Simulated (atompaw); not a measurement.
# What one change does to a pseudopotential (Rb, PAW (atompaw))

- Element: rubidium (Rb)
- Generator: atompaw 4.2.0.5
- Type: PAW
- Functional: PBEsol
- Relativity: scalar-relativistic
- Frozen core: [Ar] 3d10 4s2
- Valence charge: 7
- Reference configuration: 4p6 4d0 5s0.75 5p0 (charge +0.25)
- Partial waves: 5s (bound): rc 3.00 bohr; 5s channel at 2.4 Ry: rc 3.00 bohr; 4p (bound): rc 2.60 bohr; 5p (bound, empty): rc 2.90 bohr; 4d (bound, empty): rc 3.00 bohr; 4d channel at 0.3 Ry: rc 3.00 bohr
- Local potential: bessel scheme, radius 3.00 bohr
- Core correction: smooth core density matched at 2.25 bohr
- Augmentation charge: gaussian compensation charge, radius 2.25 bohr; PAW radius 3.00 bohr; waves and projectors: custom polynom2 7 10 vanderbiltortho

All-electron outer shells of the reference configuration (PBEsol, scalar-relativistic, ld1.x):

```tsv
shell	level (eV)	outermost node (bohr)	outermost maximum (bohr)
3d	-105.27	–	0.39
4s	-33.18	0.62	1.25
4p	-17.25	0.64	1.42
5s	-3.12	1.78	4.22
5p	-1.45	2.19	5.84
4d	-0.71	0.70	5.15
```

Change: augmentation gaussian compensation charge, radius 2.25 bohr; PAW radius 3.00 bohr; waves and projectors: custom rrkj gramschmidtortho.

Cutoffs: the cutoffs (Ry, on a coarse ladder) from which the occupation-weighted sum of valence levels, in a spherical-Bessel basis at the reference potential, stays within 10 and 1 mRy of its value at 400 Ry; they do not see the model core or the augmentation charge, which bear on the density cutoff.

Q: What does the change do?

A: The potential gets softer (25 Ry and 55 Ry → 12 Ry and 18 Ry); a bound ghost appears in s, which as a rule spoils a file; the range in which the s phases agree widens (upper end 0.3 → 4.9).

```csv
quantity,base,changed
"cutoff, loose",25 Ry,12 Ry
"cutoff, tight",55 Ry,18 Ry
loose cutoff by channel (10 mRy a level),"s 6 Ry, p 12 Ry","s 10 Ry, p 8 Ry"
bound ghosts,none,s
s: phases at 3.02 bohr within 0.05 rad from the reference energy up to (Ry; the scan ends near 5),0.3,4.9
p: phases at 3.02 bohr within 0.05 rad from the reference energy up to (Ry; the scan ends near 5),0.8,1.2
d: phases at 3.02 bohr within 0.05 rad from the reference energy up to (Ry; the scan ends near 5),2.2,2.2
lowest overlap eigenvalue by channel,"s 0.40, p 0.70, d 0.92","s 0.02, p 0.11, d 0.89"
```

 A true bound ghost makes a file unfit for plane-wave use even where its test errors are small: the radial tests pick states by their node count and pass the ghost by. The cutoffs see the waves, projectors and local potential, not the compensation charge or the core.
